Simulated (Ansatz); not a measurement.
Harmonic frequencies (cm⁻¹) at PBE0-D4/def2-TZVP from Ansatz: 92, 153, 173, 204, 240, 262, 286, 311, 431, 572, 580, 753, 762, 848, 945, 2701, 2715, 3908.

Each molecule was computed in one conformer, which needn't be the lowest.

**Question.** Which molecule is it?
A. `N=C(O)[SiH3]`
B. `O[Si](S)(S)Cl`
C. `[CH3][Al]1[CH2][O]1`
D. `B[SiH](Cl)Br`

**Answer.** B.
